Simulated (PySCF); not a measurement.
Electron correlation in Xe⁺ (xenon, charge +1)

[Kr] 4d10 5s2 5p5, 2P determinant. Computed with PySCF 2.14 in x2c-SVPall (6s5p3d, 36 functions), with scalar relativity by spin-free X2C-1e. Frozen: [Kr] 4d10; 7 electrons correlated.

MP2 pair energies summed by pair of shells (mhartree):

| pair | energy | share (%) |
| --- | --- | --- |
| 5p-5p | -47.82 | 70.4 |
| 5s-5p | -16.95 | 24.9 |
| 5s-5s | -3.18 | 4.7 |

Total MP2 correlation energy: -67.95 mhartree.

Same-spin part -17.66 and opposite-spin part -50.29 mhartree; SCS-MP2 scales them by 1/3 and 6/5 to -66.23 mhartree.

| level | correlation energy (mhartree) |
| --- | --- |
| CCSD | -79.27 |
| (T) | -0.80 |
| CCSD(T) | -80.07 |

Diagnostics: T1 = 0.0064, D1 = 0.0158, largest double amplitude 0.043.

Q: Is a single reference adequate?

A: Yes, within this model without spin-orbit coupling: T1 lies below 0.03 and no double amplitude reaches 0.07.
